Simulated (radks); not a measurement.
Species: Al4+. Configuration: [He] 2s2 2p5. Calculated with a radial shooting solver on a logarithmic mesh with Libxc functionals: non-relativistic Kohn-Sham, LDA (Slater exchange, Perdew-Wang correlation), spin-polarised, spherical densities, point nucleus; open shells are filled with parallel spins first.

Normalised radial functions P(r) = r R(r), r in bohr:

r         2s down
0.006377   0.1422
0.007019   0.1552
0.007788   0.1704
0.008573   0.1856
0.009513   0.2034
0.01047    0.2211
0.01162    0.2416
0.01279    0.2618
0.01419    0.2850
0.01562    0.3078
0.01733    0.3336
0.01908    0.3586
0.02117    0.3866
0.0233     0.4132
0.02586    0.4425
0.02846    0.4696
0.03158    0.4986
0.03477    0.5243
0.03858    0.5505
0.04246    0.5723
0.04712    0.5923
0.05186    0.6063
0.05755    0.6155
0.06335    0.6170
0.07029    0.6097
0.07737    0.5932
0.08585    0.5631
0.0945     0.5226
0.1049     0.4636
0.1154     0.3940
0.1281     0.3017
0.141      0.2005
0.1564     0.0741
0.1722    -0.0567
0.1911    -0.2116
0.2103    -0.3636
0.2334    -0.5336
0.2569    -0.6906
0.285     -0.8544
0.3138    -0.9937
0.3482    -1.1247
0.3832    -1.2214
0.4252    -1.2943
0.4681    -1.3283
0.5194    -1.3272
0.5717    -1.2911
0.6344    -1.2168
0.6983    -1.1201
0.7748    -0.9920
0.8529    -0.8597
0.9464    -0.7102
1.042     -0.5744
1.156     -0.4377
1.272     -0.3265
1.412     -0.2261
1.554     -0.1531
1.724     -0.0945
1.898     -0.0570
2.106     -0.0306

2s down: eigenvalue -173.55 eV, 1 radial node at r = 0.165 bohr, <r> = 0.609 bohr, 90 % of the charge inside 0.957 bohr.
